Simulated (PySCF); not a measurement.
# Si: excitation energy

Si [Ne] 3s2 3p2 (3P) → Si [Ne] 3s1 3p3 (5S), as a difference of total energies. Calculation: PySCF 2.14, in aug-cc-pV(Q+d)Z with one added diffuse shell each of s, p, d, f, g type (8s7p6d4f3g, 114 functions); no relativity, point nucleus. Correlated levels: valence: [Ne] frozen. The calculations carry no spin-orbit coupling.

| method | excitation energy (eV) |
| --- | --- |
| UHF | 2.606 |
| LDA | 4.290 |
| PBE | 4.203 |
| PBE0 | 4.029 |
| r2SCAN | 3.593 |
| r2SCANh | 3.615 |
| M06 | 4.391 |
| wB97M-V | 4.498 |
| MP2 (valence) | 3.632 |
| SCS-MP2 (valence) | 4.126 |

Q: How much does correlation contribute at MP2 (valence)?

A: 3.632 − (2.606) = 1.026 eV, measured against UHF.

A first-order spin-orbit estimate (lowest level to lowest level, LS coupling) adds 0.016 eV.
